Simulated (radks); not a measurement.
Results of a calculation; reference values are marked as such.
Coulomb parameter of the 3d shell of the vanadium ion V3+ in the model configuration [Ar] 3d1 4p1, as a second difference U = [E(n + 0.5) + E(n - 0.5) - 2 E(n)] / (0.5)^2 with all orbitals relaxed. "Bare": the charge of the atom changes with n. "Screened": the 4p shell takes up the change at fixed total charge, which measures U(3d,3d) + U(4p,4p) - 2 U(3d,4p). Code: a radial shooting solver on a logarithmic mesh with Libxc functionals. Model: scalar-relativistic Kohn-Sham, SCAN, spin-unpolarised, spherical densities, finite nucleus; meta-GGA in the generalised Kohn-Sham scheme; Fermi nuclear charge, rms radius 3.6002 fm.

case              configuration  E - E(n) (eV)
start              [Ar] 3d1 4p1          0.000
bare +0.5        [Ar] 3d1.5 4p1        -19.904
bare -0.5        [Ar] 3d0.5 4p1         24.376
screened +0.5  [Ar] 3d1.5 4p0.5         -9.369
screened -0.5  [Ar] 3d0.5 4p1.5         10.603

U(bare) = 17.887 eV, U(screened by 4p) = 4.939 eV, against the Slater integral F0(3d,3d) = 22.547 eV with frozen orbitals.
